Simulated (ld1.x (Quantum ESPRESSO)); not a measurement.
## Varying the ultrasoft potential for thallium

Base potential:

- Element: thallium
- Generator: ld1.x (Quantum ESPRESSO) 7.5
- Type: ultrasoft
- Functional: PBEsol
- Relativity: scalar-relativistic
- Frozen core: [Kr] 4d10 4f14
- Valence charge: 21
- Reference configuration: 5s2 5p6 5d10 6s1.5 6p1.5
- Partial waves: 5s (bound): rcut 1.15, rcutus 1.25 bohr; 6s (bound): rcut 1.15, rcutus 1.25 bohr; 5p (bound): rcut 1.70, rcutus 2.00 bohr; 6p (bound): rcut 1.70, rcutus 2.00 bohr; 5d (bound): rcut 1.15, rcutus 1.25 bohr; 5d channel at 1.3 Ry: rcut 1.15, rcutus 1.25 bohr
- Local potential: all-electron potential smoothed inside 1.00 bohr (lloc = -1)
- Core correction: none
- Augmentation charge: PSQ, inside the norm-conserving radii

All-electron outer shells of the reference configuration (PBEsol, scalar-relativistic, ld1.x):

```tsv
shell	level (eV)	outermost node (bohr)	outermost maximum (bohr)
4d	-375.85	0.19	0.39
5s	-132.05	0.46	0.80
4f	-115.08	–	0.36
5p	-77.09	0.50	0.90
5d	-16.43	0.53	1.11
6s	-10.25	1.04	2.05
6p	-2.80	1.23	2.84
```

Cutoffs, loose and tight: the cutoffs (Ry, on a coarse ladder) from which the occupation-weighted sum of valence levels, in a spherical-Bessel basis at the reference potential, stays within 10 and 1 mRy of its value at 400 Ry. They do not see the model core or the augmentation charge, which bear on the density cutoff. Test errors are all-electron minus pseudo excitation energies from the reference, over the configurations 5s2 5p6 5d10 6s2 6p1; 5s2 5p6 5d10 6s2 6p0; 5s2 5p6 5d10 6s1 6p0; 5s2 5p6 5d10 6s1 6p2; 5s2 5p6 5d10 6s2 6p0.5; 5s2 5p6 5d10 6s2 6p1.3; 5s2 5p6 5d9 6s2 6p2. A dash means not determined; rows that change the core or the reference have their own tests.

A true bound ghost makes a file unfit for plane-wave use even where its test errors are small: the radial tests pick states by their node count and pass the ghost by.

```csv
change,outcome,"cutoff, loose","cutoff, tight",bound ghosts,largest test error (meV)
base,generated,70 Ry,120 Ry,s,-15
core correction a·sin(br)/r model core inside 0.54 bohr,generated,70 Ry,140 Ry,s,-17
core correction a·sin(br)/r model core inside 0.74 bohr,generated,70 Ry,140 Ry,s,-17
core correction a·sin(br)/r model core inside 0.86 bohr,generated,70 Ry,140 Ry,s,-16
core correction a·sin(br)/r model core inside 0.98 bohr,generated,70 Ry,140 Ry,s,-16
core correction a·sin(br)/r model core inside 1.14 bohr,generated,70 Ry,120 Ry,s,-16
core correction a·sin(br)/r model core inside 1.28 bohr,generated,70 Ry,120 Ry,s,-16
core correction a·sin(br)/r model core inside 1.48 bohr,generated,70 Ry,120 Ry,s,-16
```
